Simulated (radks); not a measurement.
The numbers below are computed, except where a source is named.
Species: the chromium ion Cr3+. Configuration: [Ar] 3d3. Code: a radial shooting solver on a logarithmic mesh with Libxc functionals. Model: Dirac Kohn-Sham, AM05, spin-unpolarised, spherical densities, finite nucleus; open shells fill j = l - 1/2 first; Fermi nuclear charge, rms radius 3.6452 fm.

Spin-orbit splittings of the eigenvalues, e(l+1/2) - e(l-1/2), with zeta = 2 splitting/(2l+1) and mean radii in bohr:

shell  occ.  splitting (eV)  zeta (eV)  <r> j=l-1/2  <r> j=l+1/2
2p        6           8.616      5.744       0.2582       0.2611
3p        6           1.073     0.7150       0.9335       0.9415
3d        3               ?          ?        1.102        1.105
4p        0          0.1389    0.09262        2.761        2.778

Estimate the 3d splitting.

Answer. 0.1109 eV (zeta = 0.04437 eV).
